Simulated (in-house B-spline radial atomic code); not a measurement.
Whole-atom quantities along the 22-electron series, configuration [Ar] 3d4. Computed with a radial B-spline atomic code at the basis-set limit: non-relativistic Hartree-Fock, average of the configuration, point nuclei.

This level leaves out relativity, spin-orbit splitting included, which matters for heavy ions.

| ion | Z | E/Z² (Eh) | Σ<r²> (bohr²) | n(0)/Z³ (bohr⁻³) | Lamb diamagnetic shielding (ppm) | repulsion over attraction |
| --- | --- | --- | --- | --- | --- | --- |
| Cu7+ | 29 | -1.9296 | 7.1703 | 0.6826 | 2298.42 | 0.13569 |
| Zn8+ | 30 | ? | ? | ? | ? | ? |
| Ga9+ | 31 | -1.9692 | 5.6933 | 0.68559 | 2488.46 | 0.1291 |
| Ge10+ | 32 | -1.9876 | 5.1288 | 0.68698 | 2583.4 | 0.12597 |
| As11+ | 33 | -2.0051 | 4.6479 | 0.6883 | 2678.31 | 0.12295 |
| Se12+ | 34 | -2.0217 | 4.234 | 0.68955 | 2773.18 | 0.12005 |
| Br13+ | 35 | ? | ? | ? | ? | ? |
| Kr14+ | 36 | -2.0526 | 3.561 | 0.6919 | 2962.86 | 0.11459 |
| Rb15+ | 37 | -2.0671 | 3.2848 | 0.693 | 3057.67 | 0.11201 |
| Sr16+ | 38 | -2.0809 | 3.0402 | 0.69404 | 3152.46 | 0.10954 |
| Zr18+ | 40 | -2.1066 | 2.6281 | 0.69601 | 3342.02 | 0.10488 |
| Nb19+ | 41 | -2.1187 | 2.4533 | 0.69693 | 3436.78 | 0.10268 |
| Mo20+ | 42 | -2.1303 | 2.2957 | 0.69781 | 3531.53 | 0.10057 |
| Tc21+ | 43 | -2.1414 | 2.1531 | 0.69866 | 3626.28 | 0.098536 |
| Ru22+ | 44 | -2.1521 | 2.0236 | 0.69948 | 3721.02 | 0.096578 |
| Rh23+ | 45 | ? | ? | ? | ? | ? |
| Pd24+ | 46 | -2.1722 | 1.7977 | 0.70102 | 3910.48 | 0.092874 |
| Ag25+ | 47 | -2.1817 | 1.6988 | 0.70175 | 4005.2 | 0.091122 |
| Cd26+ | 48 | -2.1908 | 1.608 | 0.70245 | 4099.92 | 0.089432 |
| In27+ | 49 | -2.1996 | 1.5244 | 0.70313 | 4194.63 | 0.0878 |

(1) Fill in the row of Zn8+.

(2) Fill in the row of Br13+.

(3) Fill in the row of Rh23+.

(4) With what power of Z does the column «Σ<r²> (bohr²)» change over this range?

Results:

(1) E/Z² (Eh): -1.9499; Σ<r²> (bohr²): 6.3635; n(0)/Z³ (bohr⁻³): 0.68413; Lamb diamagnetic shielding (ppm): 2393.47; repulsion over attraction: 0.13234.

(2) E/Z² (Eh): -2.0375; Σ<r²> (bohr²): 3.8749; n(0)/Z³ (bohr⁻³): 0.69075; Lamb diamagnetic shielding (ppm): 2868.03; repulsion over attraction: 0.11727.

(3) E/Z² (Eh): -2.1623; Σ<r²> (bohr²): 1.9055; n(0)/Z³ (bohr⁻³): 0.70026; Lamb diamagnetic shielding (ppm): 3815.75; repulsion over attraction: 0.094692.

(4) A fit of the logarithm of its size against log Z from Z = 29 to 49 has slope -2.92. Unscreened non-relativistic hydrogenic orbitals would give -2.
